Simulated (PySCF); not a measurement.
A species of formula C7H14S has this rotational fingerprint, computed with PBE0-D3(BJ)/def2-SVP geometry optimisation, gas phase in PySCF:

| Property | Result |
| --- | --- |
| Rotational constants | A = 2967, B = 801.5, C = 690.0 MHz |
| Dipole components | \|μa\| = 0.32 D, \|μb\| = 1.71 D, \|μc\| = 0.32 D |
| Inertial defect | -68.44 u·Å² |
| κ | -0.90 |

Question: Which candidate fits, each taken in the one conformer that was computed?
A. `[CH3:1][C:2](=[S:3])[CH2:4][CH2:5][CH:6]([CH3:7])[CH3:8]` with C1–C2–C4–C5 -70°, C2–C4–C5–C6 -173°, C4–C5–C6–C7 -62°
B. `[CH2:1]=[C:2]([CH3:3])[CH2:4][CH2:5][S:6][CH2:7][CH3:8]` with C1–C2–C4–C5 110°, C2–C4–C5–S6 -176°, C4–C5–S6–C7 -65°, C5–S6–C7–C8 -62°
C. `[CH3:1][CH2:2][S:3][CH2:4][CH:5]1[CH2:6][CH2:7][CH2:8]1` with C1–C2–S3–C4 -74°, C2–S3–C4–C5 176°, S3–C4–C5–C6 -174°, C4–C5–C6–C7 141°, C5–C6–C7–C8 -19°, C6–C7–C8–C5 19°, C4–C5–C8–C7 -141°
D. `[CH2:1]=[C:2]([S:3][CH2:4][CH3:5])[CH:6]([CH3:7])[CH3:8]` with C1–C2–S3–C4 -11°, C2–S3–C4–C5 -74°, C1–C2–C6–C7 -26°
E. `[CH3:1]/[CH:2]=[CH:3]/[S:4][C:5]([CH3:6])([CH3:7])[CH3:8]` with C2–C3–S4–C5 -135°

Answer: B. It is C=C(C)CCSCC, a near-prolate asymmetric top, point group C1. The candidates at the same level (rigid rotor, commonest isotopes):

```
         SMILES  A (MHz)  B (MHz)  C (MHz)  μa (D)  μb (D)  μc (D)  Δ (u·Å²)  point group                        rotor
C/C=C/SC(C)(C)C     3312    856.3    817.9    0.03    1.47    0.09   -124.84           C1  near-prolate asymmetric top
     CCSCC1CCC1     4077    738.3    723.8    0.17    1.36    0.52   -110.25           C1  near-prolate asymmetric top
    C=C(C)CCSCC     2967    801.5    690.0    0.32    1.71    0.32    -68.44           C1  near-prolate asymmetric top
  CC(=S)CCC(C)C     3305    685.6    655.4    2.29    1.72    0.40   -118.85           C1  near-prolate asymmetric top
  C=C(SCC)C(C)C     3022    952.9    900.6    0.45    0.60    0.46   -136.47           C1  near-prolate asymmetric top
```

`C=C(SCC)C(C)C` has C 31 % too high; `C/C=C/SC(C)(C)C` has C 19 % too high; `CC(=S)CCC(C)C` has B 14 % too low; `CCSCC1CCC1` has A 37 % too high. No structure here is proved a minimum.
